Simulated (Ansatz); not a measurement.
**Ligand exchange: C2HCl5 + C2H6Ge → C2H2Cl4 + C2H5ClGe**

Gas-phase species: C2HCl5 (pentachloroethane) `ClC(Cl)C(Cl)(Cl)Cl`, singlet; C2H6Ge `C=[CH][GeH3]`, singlet; C2H2Cl4 (1,1,2,2-tetrachloroethane) `ClC(Cl)C(Cl)Cl`, singlet; C2H5ClGe `C=[CH][GeH2][Cl]`, singlet. The partners trade Cl for H: C–Cl and Ge–H bonds give way to C–H and Ge–Cl.

Shapes, held fixed at every level: PBE0-D4/def2-TZVP. Flexible molecules stand in one conformer, not always the lowest. Programs: Ansatz 0.2.0. The zero-point and thermal change to 298 K, harmonic and unscaled (PBE0-D4/def2-TZVP), is +11.4 kJ/mol.

| level | kind | ΔH(298 K) (kJ/mol) | less CCSD(T)/def2-TZVPP |
| --- | --- | --- | --- |
| HF/def2-TZVPP | Hartree–Fock | -195.7 | -36.6 |
| PBE-D4/def2-TZVPP | GGA | -148.8 | +10.3 |
| BHLYP-D4/def2-TZVPP | global hybrid | -171.9 | -12.8 |
| wB97M-V/def2-TZVPP | range-separated hybrid | -158.2 | +0.9 |
| wB97X-V/def2-TZVPP | range-separated hybrid | -159.8 | -0.7 |
| MP2/def2-TZVPP | perturbation theory | -155.2 | +3.9 |
| CCSD(T)/def2-TZVPP | coupled cluster or CI | -159.1 | 0.0 |

The highest level, CCSD(T)/def2-TZVPP, gives ΔH(298 K) = -159.1 kJ/mol; the levels span -195.7 to -148.8. The column of differences is taken from that level and isn't an error. No measured value is set beside it here. Relativity is left out for Ge. Outer-core shells of Ge are correlated, in sets that cover them unevenly.
